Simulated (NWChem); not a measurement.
Species: C$_{4}$H$_{4}$O$_{2}$; SMILES C1=COC=CO1

Program: NWChem. Medium grid unless said otherwise, to which SCAN and Minnesota functionals are sensitive. The geometry was optimised at B3LYP/6-31G* (spherical d).

Task: What does the run give for r2SCAN/def2-TZVP? Quantities: highest occupied level (eV); orbital gap (eV).

Result: The highest occupied level (eV) comes out as -4.52. The orbital gap (eV) comes out as 3.52.
